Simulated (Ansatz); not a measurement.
**Molecular dynamics of FH3O3Si**

Input:

```yaml
crystal:
  periodic: [false, false, false]
  atoms:
    - { symbol: Si, position_ang: [-0.342869, 0.122964, -0.031996] }
    - { symbol: F, position_ang: [0.007372, -0.578171, 1.333501] }
    - { symbol: O, position_ang: [1.097342, 0.639116, -0.528985] }
    - { symbol: H, position_ang: [1.445411, 1.409201, 0.037347] }
    - { symbol: O, position_ang: [-1.405519, 1.074499, 0.72862] }
    - { symbol: H, position_ang: [-1.84067, 1.920579, 0.61215] }
    - { symbol: O, position_ang: [-0.950013, -1.11366, -0.96992] }
    - { symbol: H, position_ang: [-0.835888, -1.929571, -0.475981] }
basis:
  gaussian: { orbitals: "6-31G*" }
hamiltonian:
  xc: pbe0
  dispersion: d4
md:
  timestep: 1.0
  n_steps: 150
  ensemble: nve
  temperature: 100.0
  initial_velocities: maxwell_boltzmann
  seed: 645526
  masses: [{ species: H, mass: 2.014 }]
```

Launched with:

```bash
$ ansatz run input.yaml --threads 1 --pin off --max-ram 2048MiB --backend cpu --events-out ev --progress --plain --runs-dir out
```

It goes on from the last frame of an earlier run, with new velocities.

Output, in part (step lines, the closing report, with atoms numbered from 0):

```
md step     0: t =     0.00 fs  T =   100.0 K  F+E_penalty+E_count = -16775.97396843 eV  E_kin = 0.077556 eV  conserved = -16775.89641243 eV  (26 SCF iters)
md step     1: t =     1.00 fs  T =   139.9 K  F+E_penalty+E_count = -16776.00636906 eV  E_kin = 0.108516 eV  conserved = -16775.89785293 eV  (30 SCF iters)
md step     2: t =     2.00 fs  T =   190.4 K  F+E_penalty+E_count = -16776.04741485 eV  E_kin = 0.147642 eV  conserved = -16775.89977272 eV  (29 SCF iters)
md step     3: t =     3.00 fs  T =   216.9 K  F+E_penalty+E_count = -16776.06879339 eV  E_kin = 0.168185 eV  conserved = -16775.90060810 eV  (28 SCF iters)
md step     4: t =     4.00 fs  T =   208.9 K  F+E_penalty+E_count = -16776.06082830 eV  E_kin = 0.161991 eV  conserved = -16775.89883691 eV  (29 SCF iters)
md step     5: t =     5.00 fs  T =   201.0 K  F+E_penalty+E_count = -16776.05193355 eV  E_kin = 0.155873 eV  conserved = -16775.89606054 eV  (28 SCF iters)
md step     6: t =     6.00 fs  T =   238.9 K  F+E_penalty+E_count = -16776.08174534 eV  E_kin = 0.185253 eV  conserved = -16775.89649193 eV  (30 SCF iters)
md step     7: t =     7.00 fs  T =   315.4 K  F+E_penalty+E_count = -16776.14409490 eV  E_kin = 0.244593 eV  conserved = -16775.89950231 eV  (30 SCF iters)
[... lines left out ...]
Total energy: -16776.38247173 eV, -616.5206843958 hartree
Atom 0 at    -0.355835     0.018205     0.224693 Å, force     2.622306    -0.166583    -2.366501 eV/Å
Atom 1 at     0.254705    -0.694821     1.540522 Å, force    -0.857905     0.444510    -0.666804 eV/Å
Atom 2 at     0.889160     0.854278    -0.574174 Å, force    -0.347990    -0.299326     1.138115 eV/Å
Atom 3 at     1.735829     0.419782    -0.786543 Å, force    -0.702448     0.092000     0.292891 eV/Å
Atom 4 at    -1.576021     1.068338     0.352087 Å, force    -0.008131     1.382795     0.573694 eV/Å
Atom 5 at    -1.237069     1.902877    -0.043932 Å, force    -0.479135    -0.407722     0.407914 eV/Å
Atom 6 at    -0.835013    -0.994483    -0.977686 Å, force    -0.135424    -0.951147     0.627874 eV/Å
Atom 7 at    -1.787547    -0.968228    -1.116572 Å, force    -0.091273    -0.094527    -0.007182 eV/Å
Dipole moment:    -0.042671     0.141661    -0.150784 e Å
```

The steps, from the saved trajectory:

```json
{"time (fs)": "0.0", "T (K)": "100", "potential energy less start (eV)": "0.000", "conserved less start (meV/atom)": "0.00"}
{"time (fs)": "5.0", "T (K)": "201", "potential energy less start (eV)": "-0.078", "conserved less start (meV/atom)": "0.04"}
{"time (fs)": "10.0", "T (K)": "410", "potential energy less start (eV)": "-0.242", "conserved less start (meV/atom)": "-0.16"}
{"time (fs)": "15.0", "T (K)": "687", "potential energy less start (eV)": "-0.460", "conserved less start (meV/atom)": "-0.53"}
{"time (fs)": "20.0", "T (K)": "916", "potential energy less start (eV)": "-0.638", "conserved less start (meV/atom)": "-0.57"}
{"time (fs)": "25.0", "T (K)": "1025", "potential energy less start (eV)": "-0.720", "conserved less start (meV/atom)": "-0.30"}
{"time (fs)": "30.0", "T (K)": "950", "potential energy less start (eV)": "-0.660", "conserved less start (meV/atom)": "-0.11"}
{"time (fs)": "35.0", "T (K)": "754", "potential energy less start (eV)": "-0.507", "conserved less start (meV/atom)": "-0.03"}
{"time (fs)": "40.0", "T (K)": "549", "potential energy less start (eV)": "-0.349", "conserved less start (meV/atom)": "-0.10"}
{"time (fs)": "45.0", "T (K)": "346", "potential energy less start (eV)": "-0.192", "conserved less start (meV/atom)": "-0.21"}
{"time (fs)": "50.0", "T (K)": "259", "potential energy less start (eV)": "-0.128", "conserved less start (meV/atom)": "-0.55"}
{"time (fs)": "55.0", "T (K)": "276", "potential energy less start (eV)": "-0.141", "conserved less start (meV/atom)": "-0.56"}
{"time (fs)": "60.0", "T (K)": "385", "potential energy less start (eV)": "-0.224", "conserved less start (meV/atom)": "-0.31"}
{"time (fs)": "65.0", "T (K)": "588", "potential energy less start (eV)": "-0.380", "conserved less start (meV/atom)": "-0.23"}
{"time (fs)": "70.0", "T (K)": "829", "potential energy less start (eV)": "-0.566", "conserved less start (meV/atom)": "-0.04"}
{"time (fs)": "75.0", "T (K)": "1029", "potential energy less start (eV)": "-0.720", "conserved less start (meV/atom)": "-0.03"}
{"time (fs)": "80.0", "T (K)": "965", "potential energy less start (eV)": "-0.672", "conserved less start (meV/atom)": "-0.18"}
{"time (fs)": "85.0", "T (K)": "851", "potential energy less start (eV)": "-0.587", "conserved less start (meV/atom)": "-0.55"}
{"time (fs)": "90.0", "T (K)": "694", "potential energy less start (eV)": "-0.465", "conserved less start (meV/atom)": "-0.57"}
{"time (fs)": "95.0", "T (K)": "471", "potential energy less start (eV)": "-0.290", "conserved less start (meV/atom)": "-0.24"}
{"time (fs)": "100.0", "T (K)": "276", "potential energy less start (eV)": "-0.137", "conserved less start (meV/atom)": "0.01"}
{"time (fs)": "105.0", "T (K)": "259", "potential energy less start (eV)": "-0.124", "conserved less start (meV/atom)": "-0.01"}
{"time (fs)": "110.0", "T (K)": "431", "potential energy less start (eV)": "-0.259", "conserved less start (meV/atom)": "-0.26"}
{"time (fs)": "115.0", "T (K)": "603", "potential energy less start (eV)": "-0.393", "conserved less start (meV/atom)": "-0.35"}
{"time (fs)": "120.0", "T (K)": "835", "potential energy less start (eV)": "-0.574", "conserved less start (meV/atom)": "-0.48"}
{"time (fs)": "125.0", "T (K)": "949", "potential energy less start (eV)": "-0.663", "conserved less start (meV/atom)": "-0.48"}
{"time (fs)": "130.0", "T (K)": "808", "potential energy less start (eV)": "-0.550", "conserved less start (meV/atom)": "-0.11"}
{"time (fs)": "135.0", "T (K)": "669", "potential energy less start (eV)": "-0.440", "conserved less start (meV/atom)": "0.08"}
{"time (fs)": "140.0", "T (K)": "590", "potential energy less start (eV)": "-0.381", "conserved less start (meV/atom)": "-0.14"}
{"time (fs)": "145.0", "T (K)": "601", "potential energy less start (eV)": "-0.393", "conserved less start (meV/atom)": "-0.48"}
{"time (fs)": "150.0", "T (K)": "622", "potential energy less start (eV)": "-0.408", "conserved less start (meV/atom)": "-0.47"}
```

All steps were run. The conserved energy stayed within 0.63 meV per atom of its start (net change -0.47 meV per atom), so the integration is sound. The kinetic energy rose, since the run started high on the potential surface and went downhill. A run of 0.15 ps of so small a system gives no equilibrium averages.

The same pairs are bonded in the first frame and the last. Pairs count as bonded within 1.25 times the sum of covalent radii (0.12 Å more for H–H).

Last frame:

```xyz
8
Properties=species:S:1:pos:R:3
Si -0.356 0.018 0.225
F 0.255 -0.695 1.540
O 0.889 0.854 -0.574
H 1.736 0.420 -0.786
O -1.576 1.068 0.352
H -1.237 1.903 -0.044
O -0.835 -0.995 -0.978
H -1.788 -0.968 -1.117
```

Time of the run: 9.6 min on 1 thread of Arm Neoverse V1, with other jobs on the host, peak memory 0.16 GiB.
